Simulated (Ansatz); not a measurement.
Harmonic frequencies (cm⁻¹) at PBE0-D4/def2-TZVP from Ansatz: 124, 210, 311, 474, 489, 606, 706, 2097, 2324.

Task: Which molecule is it?
A. `N#[C][GaH][F]`
B. `[OH][Ga]([OH])[F]`
C. `[NH2][Ga]([Br])[Br]`
D. `N#[C][Ga]([F])[F]`

Result: A.
